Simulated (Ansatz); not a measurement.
A series at Sc: from `[OH][Sc]([OH])[OH]`, ligands are replaced one by one, each step taking up H–F and setting free H₂O; n counts the steps. Ansatz, PBE0-D4/def2-TZVP geometries. Each molecule was computed in one conformer, which needn't be the lowest.

```json
{"n": "0", "molecule": "`[OH][Sc]([OH])[OH]`", "HOMO energy, ωB97M-V/def2-TZVPP (eV)": "?"}
{"n": "1", "molecule": "`[OH][Sc]([OH])[F]`", "HOMO energy, ωB97M-V/def2-TZVPP (eV)": "-11.25"}
{"n": "2", "molecule": "`[OH][Sc]([F])[F]`", "HOMO energy, ωB97M-V/def2-TZVPP (eV)": "-11.82"}
{"n": "3", "molecule": "`[F][Sc]([F])[F]`", "HOMO energy, ωB97M-V/def2-TZVPP (eV)": "-13.75"}
```

Task: By hand: fit a straight line y = ȳ + b (n − n̄) to the 3 given rows and predict n = 0.

Result: n̄ = 2.000, ȳ = -12.273; Σ(n − n̄)(y − ȳ) = -2.500, Σ(n − n̄)² = 2.000, so b = -1.250 eV a step. Prediction: -12.273 + (-1.250) × (-2.000) = -9.77 eV.

Task: By hand: compare with the computed value, -10.62 eV, and give the steps along the whole series.

Result: The line misses by -0.85 eV (computed minus predicted). Steps: -0.63, -0.57, -1.93 eV.

One step carries most of the change, so a line is a poor guide. The highest orbital can change its character along such a series. The miss is 27.2 % of the series' range.
